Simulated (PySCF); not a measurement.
PBE on O- (oxygen, charge -1), [He] 2s2 2p5, 2P determinant. Computed with PySCF 2.14 in aug-cc-pwCVDZ (5s4p2d, 27 functions), with no relativity, point nucleus.

```
cycle= 1 E= -75.049536020702  delta_E= -0.00343  |g|= 0.121  |ddm|= 0.352
cycle= 2 E= -75.0106693716929  delta_E= 0.0389  |g|= 0.328  |ddm|= 0.512
cycle= 3 E= -75.0570446696022  delta_E= -0.0464  |g|= 0.0327  |ddm|= 0.338
cycle= 4 E= -75.0576052459015  delta_E= -0.000561  |g|= 0.00103  |ddm|= 0.0392
cycle= 5 E= -75.057607428509  delta_E= -2.18e-06  |g|= 0.000117  |ddm|= 0.00521
cycle= 6 E= -75.0576074527876  delta_E= -2.43e-08  |g|= 1.77e-05  |ddm|= 0.00063
cycle= 7 E= -75.0576074529542  delta_E= -1.67e-10  |g|= 4.22e-07  |ddm|= 2.51e-05
converged SCF energy = -75.0576074529542  <S^2> = 0.75458496  2S+1 = 2.0045797
```

Highest occupied orbital energy: 2.630 eV; ⟨L²⟩ = 2.03; populations by l: s 4.00, p 5.00, d 0.00.

(1) Can this result be used?

Results:

(1) With care. The calculation finished and met its thresholds. At PBE the highest occupied level has a positive energy, so only the finite basis holds that electron; in a semilocal or global hybrid functional this comes from self-interaction and does not mean that the real anion is unbound.
